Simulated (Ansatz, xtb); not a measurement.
## Two isomers of C4H9BS

We compare X, `B[C@@H]1CC[C@H]1S`, a singlet, with Y, `B[C@H]1C[C@@H](S)C1`, a singlet. Both are isolated molecules in the gas phase, relaxed with r2SCAN-D4/def2-SVP; the shapes shown needn't be the lowest conformers.

X (Å):

```yaml
atoms:
  - { symbol: C, position_ang: [-0.5981, -0.0726, 1.0662] }
  - { symbol: C, position_ang: [-0.5387, 1.4519, 1.3869] }
  - { symbol: C, position_ang: [-0.6838, 1.1094, 2.8877] }
  - { symbol: C, position_ang: [-0.2461, -0.3358, 2.5613] }
  - { symbol: B, position_ang: [0.1225, -0.7727, -0.1157] }
  - { symbol: S, position_ang: [-0.9339, -1.7565, 3.4496] }
  - { symbol: H, position_ang: [0.5306, -1.9056, 0.0040] }
  - { symbol: H, position_ang: [0.2466, -0.2117, -1.1818] }
  - { symbol: H, position_ang: [-1.6648, -0.3607, 0.9135] }
  - { symbol: H, position_ang: [0.4513, 1.8764, 1.1534] }
  - { symbol: H, position_ang: [-1.3082, 2.0962, 0.9347] }
  - { symbol: H, position_ang: [-0.0859, 1.6707, 3.6230] }
  - { symbol: H, position_ang: [-1.7414, 1.1285, 3.1999] }
  - { symbol: H, position_ang: [0.8453, -0.4501, 2.6833] }
  - { symbol: H, position_ang: [-2.2314, -1.4572, 3.2066] }
```

Y (Å):

```xyz
15

C    -0.9223    0.0531    0.2699
C    -0.8553   -0.0312    1.8261
C    -2.2758   -0.6385    1.7950
C    -2.4699   -0.0749    0.3725
B    -0.1912    1.1510   -0.5465
S    -3.5311   -0.1166    3.0075
H    -0.6989    1.6412   -1.5309
H     0.9266    1.4960   -0.2315
H    -0.5052   -0.8904   -0.1539
H    -0.8697    0.9695    2.2873
H    -0.0524   -0.6275    2.2879
H    -2.2295   -1.7400    1.7648
H    -3.0415   -0.8136    4.0574
H    -2.9499    0.9182    0.3985
H    -3.0028   -0.7050   -0.3562
```

Quicker runs give these differences E(Y) − E(X): GFN2-xTB +1.49 kcal/mol; HF/STO-3G +1.46 kcal/mol (at GFN2-xTB geometries); r2SCAN-D4/def2-SVP//GFN2-xTB +0.85 kcal/mol.

Question: Estimate E(Y) − E(X) at the level CCSD(T)/def2-SVP + ΔMP2/def2-TZVPP.

Answer: Too close to call at this level: CCSD(T)/def2-SVP + ΔMP2/def2-TZVPP gives E(Y) − E(X) = +0.93 kcal/mol.

The same difference at several levels:

```tsv
level	geometry	E(Y) − E(X) (kcal/mol)	departure from the last row (kcal/mol)	job, with rough time for the two
GFN2-xTB	GFN2-xTB	+1.49	+0.56	optimisation, 0.46 s
HF/STO-3G	GFN2-xTB	+1.46	+0.53	single point, 0.7 s
r2SCAN-D4/def2-SVP//GFN2-xTB	GFN2-xTB	+0.85	−0.08	single point, 6.6 s
r2SCAN-D4/def2-SVP	r2SCAN-D4/def2-SVP	+1.11	+0.18	optimisation, 84 s
HF/def2-SVP	r2SCAN-D4/def2-SVP	+0.38	−0.55	part of the CCSD(T) run
MP2/def2-SVP	r2SCAN-D4/def2-SVP	+1.19	+0.26	part of the CCSD(T) run
CCSD(T)/def2-SVP	r2SCAN-D4/def2-SVP	+1.10	+0.17	single point
CCSD(T)/def2-SVP + ΔMP2/def2-TZVPP	r2SCAN-D4/def2-SVP	+0.93		single point, 84 s
```

As drawn, both hold the same kinds of bond in the same numbers.

The largest departure from CCSD(T)/def2-SVP + ΔMP2/def2-TZVPP is that of GFN2-xTB, 0.56 kcal/mol. The last row adds to CCSD(T) the change of the MP2 difference between the two basis sets, here −0.17 kcal/mol.

With thermal terms from frequencies at re-optimised GFN2-xTB minima (ideal gas, soft modes damped towards free rotors, one conformer each, 298.15 K, 1 atm): the zero-point term adds −0.13 kcal/mol; ΔH is +0.84 and ΔG +0.78 kcal/mol.

The correlated steps freeze 10 core orbitals. Run with Ansatz 0.2.0, xtb 6.7.1; the last row on 2 threads of AMD EPYC 7R43 64-Core Processor (Zen 3) on a shared host.
